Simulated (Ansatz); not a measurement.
**Energy profile**

The step: BH₂O₂F ([OH][B]([OH])[F]) + NH₃ → BNH₄O₂ ([NH2][B]([OH])[OH]) + HF; bonds formed: F2–H5; dative contacts that become bonds: B1–N6; bonds broken: B1–F2, H5–N6 (atoms numbered as in the saddle structure below).

```xyz
10
angstrom
B -0.3326 0.2580 -0.1435
F 0.8711 -0.7825 -1.2416
O 0.0669 1.5377 -0.4471
O -1.6193 -0.1476 -0.3359
H 0.9368 -0.9880 -0.0430
N 0.3891 -0.5608 0.9465
H 0.9798 1.5833 -0.7365
H -2.0505 0.3629 -1.0247
H 0.9610 -0.0399 1.5956
H -0.2022 -1.2231 1.4302
```

Electronic energies by CCSD(T) at an estimated basis limit (MP2 extrapolated from triple and quadruple zeta, plus CCSD(T) − MP2 in triple zeta), on PBE0-D4/def2-TZVP structures; BNH5O2F, closed shell; no counterpoise correction. Ansatz 0.2.0; basis: def2-TZVPP and def2-QZVPP; cores frozen in the correlated methods. Extrapolation: Hartree–Fock as exp(−7.88 √X), correlation as X^−2.97.

Task: Give the profile in kJ/mol, counted from the separated reactants. (To be estimated.)

Result: By the calculation:
| point | kJ/mol |
| --- | --- |
| separated: BH2O2F (linked as [OH][B]([OH])[F]; B1, F2, O3, O4, H7, H8; singlet) + NH3 (H5, N6, H9, H10; singlet) | 0.0 |
| start structure | -29.5 |
| saddle | 106.3 |
| end structure | 17.9 |
| separated: BNH4O2 (linked as [NH2][B]([OH])[OH]; B1, O3, O4, N6, H7, H8, H9, H10; singlet) + HF (F2, H5; singlet) | 49.9 |

T1 diagnostic: at most 0.013.

The step is the kind of exchange with an N–H group that builds nitride films in atomic layer and chemical vapour deposition.

For scale, one of the runs: CCSD(T)/def2-TZVPP, 225 basis functions, launched by `ansatz run in.yaml --threads 4 --pin off --events-out ev --progress --plain --max-ram 9574MiB`. The run took 3.1 min on 4 CPU threads of an Arm Neoverse N1 (shared host), with 4.1 GiB of host memory at its peak.
